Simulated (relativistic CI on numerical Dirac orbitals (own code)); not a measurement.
**Bi³⁺: calculation against measurement**

Method of calculation: Dirac-Coulomb-Breit CI, separate exchange-only KLI orbitals for each configuration, a model potential for QED, valence Slater integrals scaled by 0.85, P86 correlation energy added to each configuration (own radial code, finite nucleus).

Configurations in the expansion (outside the closed core [Xe] 4f14): 5d10 6s2, 5d10 6s 6p, 5d10 6p2, 5d10 6s 6d, 5d10 6s 6f, 5d10 6d2, 5d10 6s 7s, 5d10 5f2, 5d10 6s 7p, 5d10 6p 6d, 5d10 6s 5f, 5d9 6s2 5f, 5d9 6s2 6p, 5d10 5f 6p. Double excitations out of closed p, d and f shells are left out; levels of such configurations are missing from the list, as are those of other unlisted configurations, and high levels can miss mixing partners. These lack a partner that the ground configuration has and come out too high: 5d9 6s2 5f, 5d9 6s2 6p.

| Configuration | Term (tabulated) | J | Measured (cm⁻¹) | Computed | Error | Purity (%) |
| --- | --- | --- | --- | --- | --- | --- |
| 5d10 6s2 | 1S | 0 | 0.0 | 0 | 0 | 98 |
| 5d10 6s 6p | 3P° | 0 | 70968.0 | 65684 | -5284 | 100 |
| 5d10 6s 6p | 3P° | 1 | 75926.0 | 70990 | -4936 | 92 |
| 5d10 6s 6p | 3P° | 2 | 96423.0 | 90526 | -5897 | 99 |
| 5d10 6s 6p | 1P° | 1 | 114602.0 | 111411 | -3191 | 90 |
| 5d10 6p2 | 3P | 0 | 166552.0 | 165110 | -1442 | 83 |
| 5d10 6p2 | 3P | 1 | 185014.0 | 181952 | -3062 | 98 |
| 5d10 6s 6d | 3D | 1 | 197151.0 | 192278 | -4873 | 95 |
| 5d10 6s 7s | 3S | 1 | 197446.0 | 192017 | -5429 | 94 |
| 5d10 6s 6d | 3D | 2 | 197829.0 | 192821 | -5008 | 93 |
| 5d10 6s 6d | 3D | 3 | 199769.0 | 194510 | -5259 | 99 |
| 5d10 6s 7s | 1S | 0 | 201581.0 | 197131 | -4450 | 99 |
| 5d10 6p2 | 3P | 2 | 202434.0 | 197921 | -4513 | 59 |
| 5d10 6s 7p | 1P° | 1 | 231913.0 | 227424 | -4489 | 73 |

Measured levels from Moore, Atomic Energy Levels, vol. III, NSRDS-NBS 35 (1971 reprint of NBS Circular 467, 1958); pairs were made by configuration, J and term (by order where the table uses no LS term), so strongly mixed levels may be paired wrongly. The analysis dates from before 1960.

Mean error by configuration (cm⁻¹): 5d10 6s 6p -4827; 5d10 6p2 -3006; 5d10 6s 6d -5046; 5d10 6s 7s -4940; 5d10 6s 7p -4489. Over the excited levels the mean absolute error is 4449 cm⁻¹ (13 of the 21 excited levels that our extract of the source holds in range could be paired, and the others can miss by more), and the median relative error of those above 1,000 cm⁻¹ is 2.5 %.
